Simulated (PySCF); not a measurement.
A PySCF script (with the pyscf-properties extension) for the NMR shieldings of SMILES CC#[N+][AlH2-]/[C](C)=C\F, C₅H₉AlFN, on a GFN2-xTB geometry:

```python
import basis_set_exchange as bse
import numpy as np
from pyscf import gto, dft
from pyscf.prop import nmr

atoms = """
C     3.563491    0.100098    0.317644
C     2.243801    0.258348   -0.197476
N     1.183613    0.405617   -0.606901
Al   -0.473666   -0.256824   -1.495547
C    -1.658658    0.003661    0.157003
C    -1.796001    0.449608    1.581935
C    -2.714193   -0.457865   -0.492543
F    -2.448248   -0.842851   -1.824663
H     4.089117    1.054129    0.286156
H     4.100455   -0.629907   -0.287764
H     3.513540   -0.253486    1.347234
H    -0.498659    0.801434   -2.636358
H     0.093085   -1.700134   -1.737955
H    -1.475546    1.486348    1.673465
H    -1.148546   -0.151586    2.219201
H    -2.822600    0.362954    1.942256
H    -3.757983   -0.617514   -0.255597
"""
names = dict.fromkeys(["C", "N", "Al", "F", "H"], "pcSseg-1")
basis = {el: gto.basis.parse(bse.get_basis(n, elements=[el], fmt="nwchem")) for el, n in names.items()}
mol = gto.M(atom=atoms, basis=basis, charge=0, verbose=0)
mf = dft.RKS(mol, xc="PBE0")
mf.grids.level = 2
mf.grids.alignment = dft.numint.BLKSIZE   # the property module wants whole blocks of grid points
mf.conv_tol = 1e-9
mf.kernel()

calc = nmr.RKS(mf)   # GIAO
C = mf.mo_coeff
Co = C[:, mf.mo_occ > 0]
resp = mf.gen_response(singlet=True, hermi=2)
def vind(x):   # induced exchange potential for any number of trial vectors
    d = np.einsum("pi,xij,qj->xpq", C, 2 * x.reshape(-1, C.shape[1], Co.shape[1]), Co, optimize=True)
    return np.einsum("xpq,pi,qj->xij", resp(d - d.transpose(0, 2, 1)), C, Co, optimize=True).ravel()
mo1, _ = nmr.rhf.solve_mo1(calc, with_cphf=vind)
sigma = calc.kernel(mo1)
for i, s in enumerate(sigma):   # ppm
    w = np.linalg.eigvalsh((s + s.T) / 2)
    print("%2d %-2s iso %8.1f  s11 %8.1f  s22 %8.1f  s33 %8.1f" % (i, mol.atom_pure_symbol(i), w.mean(), *w))
```

Question: Give the expected output.

Answer: 
```
 0 C  iso    186.1  s11    177.9  s22    178.6  s33    201.7
 1 C  iso     57.8  s11    -49.6  s22    -41.5  s33    264.6
 2 N  iso     14.7  s11   -145.6  s22   -133.8  s33    323.6
 3 Al iso    476.9  s11    415.6  s22    486.9  s33    528.2
 4 C  iso     40.7  s11    -99.4  s22     54.1  s33    167.6
 5 C  iso    171.3  s11    160.7  s22    168.6  s33    184.5
 6 C  iso     28.1  s11    -82.6  s22     44.2  s33    122.8
 7 F  iso    289.8  s11    242.1  s22    261.8  s33    365.4
 8 H  iso     29.4  s11     24.7  s22     27.0  s33     36.6
 9 H  iso     29.4  s11     24.5  s22     27.3  s33     36.3
10 H  iso     29.4  s11     24.4  s22     27.7  s33     36.2
11 H  iso     27.9  s11     24.1  s22     27.3  s33     32.4
12 H  iso     27.5  s11     23.7  s22     27.4  s33     31.3
13 H  iso     29.8  s11     25.7  s22     28.1  s33     35.5
14 H  iso     29.8  s11     25.8  s22     28.3  s33     35.4
15 H  iso     29.9  s11     25.8  s22     28.4  s33     35.4
16 H  iso     24.5  s11     22.3  s22     22.9  s33     28.4
```

These numbers come from an equivalent density-fitted implementation of the same equations, which agrees with the script to about 0.01 ppm for H and up to a few tenths of a ppm for heavy atoms, so last digits may differ.

Size and cost of the density-fitted run: 188 basis functions, 29 s wall time on 1 thread of an Arm Neoverse V2, shared host; peak memory 0.84 GiB.
